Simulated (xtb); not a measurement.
xtb job for C₂F₃, SMILES F[C]=C(F)F, multiplicity 2, GFN2-xTB. 

```
$ xtb mol.xyz --gfn 2 --ohess tight --chrg 0 --uhf 1 --json
$ cat mol.xyz
5

F      1.32230000     0.10610000     1.44970000
C      0.41780000    -0.47950000     0.69270000
C     -0.29170000     0.00280000    -0.28470000
F     -0.20210000     1.15570000    -0.89950000
F     -1.20630000    -0.74630000    -0.92850000
```

Program output:

```
[banner left out]
          |                Calculation Setup                |
           -------------------------------------------------



           -------------------------------------------------
          |                 G F N 2 - x T B                 |
           -------------------------------------------------

        Reference                      10.1021/acs.jctc.8b01176
      * Hamiltonian:
        H0-scaling (s, p, d)           1.850000    2.230000    2.230000
        zeta-weighting                 0.500000
      * Dispersion:
        s8                             2.700000
        a1                             0.520000
        a2                             5.000000
        s9                             5.000000
      * Repulsion:
        kExp                           1.500000    1.000000
        rExp                           1.000000
      * Coulomb:
        alpha                          2.000000
        third order                    shell-resolved
        anisotropic                    true
        a3                             3.000000
        a5                             4.000000
        cn-shift                       1.200000
        cn-exp                         4.000000
        max-rad                        5.000000


          ...................................................
          :                      SETUP                      :
          :.................................................:
          :  # basis functions                  20          :
          :  # atomic orbitals                  20          :
          :  # shells                           10          :
          :  # electrons                        29          :
          :  max. iterations                   250          :
          :  Hamiltonian                  GFN2-xTB          :
          :  restarted?                      false          :
          :  GBSA solvation                  false          :
          :  PC potential                    false          :
          :  electronic temp.          300.0000000     K    :
          :  accuracy                    1.0000000          :
          :  -> integral cutoff          0.2500000E+02      :
          :  -> integral neglect         0.1000000E-07      :
          :  -> SCF convergence          0.1000000E-05 Eh   :
          :  -> wf. convergence          0.1000000E-03 e    :
          :  Broyden damping             0.4000000          :
          :  net charge                          0          :
          :  unpaired electrons                  1          :
          ...................................................

 iter      E             dE          RMSdq      gap      omega  full diag
   1    -18.4132572 -0.184133E+02  0.503E+00    4.88       0.0  T
   2    -18.4206036 -0.734646E-02  0.304E+00    4.48       1.0  T
   3    -18.4140103  0.659333E-02  0.189E+00    4.95       1.0  T
   4    -18.4260178 -0.120075E-01  0.375E-01    4.65       1.0  T
   5    -18.4261589 -0.141131E-03  0.987E-02    4.65       1.0  T
   6    -18.4261658 -0.690833E-05  0.450E-02    4.65       1.0  T
   7    -18.4261659 -0.902234E-07  0.610E-03    4.64       7.3  T
   8    -18.4261659 -0.321594E-07  0.133E-03    4.64      33.6  T
   9    -18.4261659 -0.510958E-09  0.457E-04    4.64      97.9  T
  10    -18.4261659 -0.219920E-09  0.703E-05    4.64     635.9  T

   *** convergence criteria satisfied after 10 iterations ***

         #    Occupation            Energy/Eh            Energy/eV
      -------------------------------------------------------------
         1        2.0000           -0.8927902             -24.2941
       ...           ...                  ...                  ...
         9        2.0000           -0.5885249             -16.0146
        10        2.0000           -0.5862272             -15.9521
        11        2.0000           -0.5544679             -15.0878
        12        2.0000           -0.5516226             -15.0104
        13        2.0000           -0.5416713             -14.7396
        14        2.0000           -0.4619461             -12.5702
        15        1.0000           -0.4322030             -11.7608 (HOMO)
        16                         -0.2615142              -7.1162 (LUMO)
        17                         -0.0413886              -1.1262
        18                          0.0998726               2.7177
        19                          0.2391197               6.5068
        20                          0.6480948              17.6356
      -------------------------------------------------------------
                  HL-Gap            0.1706888 Eh            4.6447 eV
             Fermi-level           -0.3969666 Eh          -10.8020 eV

 SCC (total)                   0 d,  0 h,  0 min,  0.004 sec
 SCC setup                      ...        0 min,  0.000 sec (  2.682%)
 Dispersion                     ...        0 min,  0.000 sec (  0.822%)
[...]
        19                          0.2713877               7.3848
        20                          0.6498410              17.6831
      -------------------------------------------------------------
                  HL-Gap            0.1674025 Eh            4.5553 eV
             Fermi-level           -0.3928912 Eh          -10.6911 eV

     #   Z          covCN         q      C6AA      α(0)
     1   9 F        0.785    -0.071     9.988     3.733
     2   6 C        1.770     0.081    29.204     8.737
     3   6 C        2.550     0.312    21.762     7.625
Molecule has the following symmetry elements: (sigma)
It seems to be the Cs point group
     4   9 F        0.787    -0.163    10.863     3.893
     5   9 F        0.789    -0.159    10.816     3.885

 Mol. C6AA /au·bohr⁶  :        384.891487
 Mol. C8AA /au·bohr⁸  :       8751.447233
 Mol. α(0) /au        :         27.872784


Wiberg/Mayer (AO) data.
largest (>0.10) Wiberg bond orders for each atom

 ---------------------------------------------------------------------------
     #   Z sym  total        # sym  WBO       # sym  WBO       # sym  WBO
 ---------------------------------------------------------------------------
     1   9 F    1.341 --     2 C    1.215
     2   6 C    3.254 --     3 C    1.805     1 F    1.215     4 F    0.138
     3   6 C    3.838 --     2 C    1.805     5 F    0.998     4 F    0.950
     4   9 F    1.157 --     3 C    0.950     2 C    0.138
     5   9 F    1.160 --     3 C    0.998
 ---------------------------------------------------------------------------

Topologies differ in total number of bonds
Writing topology from bond orders to xtbtopo.mol

molecular dipole:
                 x           y           z       tot (Debye)
 q only:        0.134      -0.234       0.283
   full:        0.194      -0.192       0.327       1.083
molecular quadrupole (traceless):
                xx          xy          yy          xz          yz          zz
 q only:       -0.002      -0.675       0.116      -1.565       0.158      -0.114
  q+dip:        0.080      -1.993      -0.673      -2.308      -0.077       0.593
   full:        0.054      -1.643      -0.207      -2.752       0.162       0.152

           -------------------------------------------------
          |                Geometry Summary                 |
           -------------------------------------------------

      molecular mass/u    :       81.0166813
   center of mass at/Å    :       -0.0003855       0.0499274      -0.0273950
  moments of inertia/u·Å² :        0.4518471E+02   0.1378957E+03   0.1830804E+03
rotational constants/cm⁻¹ :        0.3730826E+00   0.1222491E+00   0.9207773E-01

 * 2 selected distances

     #   Z          #   Z                                           value/Å
     2   6 C        3   6 C                                       1.3017108 (min)
     3   6 C        5   9 F                                       1.3197508 (max)

 * 2 distinct bonds (by element types)

   Z      Z             #   av. dist./Å        max./Å        min./Å
   6 C    6 C           1     1.3017108     1.3017108     1.3017108
   6 C    9 F           1     1.3197508     1.3197508     1.3197508

           -------------------------------------------------
          |               Frequency Printout                |
           -------------------------------------------------
 projected vibrational frequencies (cm⁻¹)
eigval :       -0.00    -0.00    -0.00     0.00     0.00     0.00
eigval :      174.39   205.68   392.73   430.82   538.13   861.69
eigval :     1091.35  1221.64  1849.71
 reduced masses (amu)
   1: 17.17   2: 17.76   3: 18.10   4: 18.03   5: 17.87   6: 17.26   7: 17.97   8: 13.61
   9: 13.55  10: 18.05  11: 16.16  12: 16.56  13: 14.00  14: 14.63  15: 12.33
 IR intensities (km·mol⁻¹)
   1:  0.00   2:  0.07   3:  0.16   4:  0.19   5:  0.34   6:  0.07   7:  4.63   8:  0.78
   9: 35.41  10:  7.17  11:  3.38  12: 35.98  13:203.48  14:408.56  15: 11.37
 Raman intensities (Ä⁴*amu⁻¹)
   1:  0.00   2:  0.00   3:  0.00   4:  0.00   5:  0.00   6:  0.00   7:  0.00   8:  0.00
   9:  0.00  10:  0.00  11:  0.00  12:  0.00  13:  0.00  14:  0.00  15:  0.00
 output can be read by thermo (or use thermo option).
 writing <g98.out> molden fake output.
 recommended (thermochemical) frequency scaling factor: 1.0
           -------------------------------------------------
          |             Thermodynamic Functions             |
           -------------------------------------------------

cs  symmetry found (for desy threshold:  0.10E+00) used in thermo

          ...................................................
          :                      SETUP                      :
          :.................................................:
Note: The following floating-point exceptions are signalling: IEEE_DENORMAL
normal termination of xtb
          :  # frequencies                           9      :
          :  # imaginary freq.                       0      :
          :  linear?                             false      :
          :  only rotor calc.                    false      :
          :  symmetry                               cs      :
          :  rotational number                       1      :
          :  scaling factor                  1.0000000      :
          :  rotor cutoff                   50.0000000 cm⁻¹ :
          :  imag. cutoff                  -20.0000000 cm⁻¹ :
          :.................................................:

    mode    ω/cm⁻¹     T·S(HO)/kcal·mol⁻¹    T·S(FR)/kcal·mol⁻¹   T·S(vib)
   ------------------------------------------------------------------------
       1    174.39    -0.71188 ( 99.33%)    -0.68623 (  0.67%)    -0.71171
       2    205.68    -0.62065 ( 99.65%)    -0.63737 (  0.35%)    -0.62071
   ------------------------------------------------------------------------

   temp. (K)  partition function   enthalpy   heat capacity  entropy
                                   cal/mol     cal/K/mol   cal/K/mol   J/K/mol
 298.15  VIB   4.16                 1288.282      8.806      7.152
         ROT  0.816E+05              888.752      2.981     25.456
         INT  0.339E+06             2177.035     11.786     32.608
         TR   0.706E+27             1481.254      4.968     39.073
         TOT                        3658.2888    16.7546    71.6806   299.9114

       T/K    H(0)-H(T)+PV         H(T)/Eh          T*S/Eh         G(T)/Eh
   ------------------------------------------------------------------------
    298.15    0.582985E-02    0.212442E-01    0.340577E-01   -0.128135E-01
   ------------------------------------------------------------------------

         :::::::::::::::::::::::::::::::::::::::::::::::::::::
         ::                  THERMODYNAMIC                  ::
         :::::::::::::::::::::::::::::::::::::::::::::::::::::
         :: total free energy         -18.344078491235 Eh   ::
         ::.................................................::
         :: total energy              -18.331264991234 Eh   ::
         :: zero point energy           0.015414388447 Eh   ::
         :: G(RRHO) w/o ZPVE           -0.028227888447 Eh   ::
         :: G(RRHO) contrib.           -0.012813500001 Eh   ::
         :::::::::::::::::::::::::::::::::::::::::::::::::::::

optimized geometry written to: xtbopt.xyz


           -------------------------------------------------
          | TOTAL ENERGY              -18.331264991234 Eh   |
          | TOTAL ENTHALPY            -18.310020748573 Eh   |
          | TOTAL FREE ENERGY         -18.344078491235 Eh   |
          | GRADIENT NORM               0.000138006963 Eh/α |
          | HOMO-LUMO GAP               4.555253232242 eV   |
           -------------------------------------------------

------------------------------------------------------------------------
------------------------------------------------------------------------
 total:
 SCF:
 ANC optimizer:
 analytical hessian:
```

The run converged.
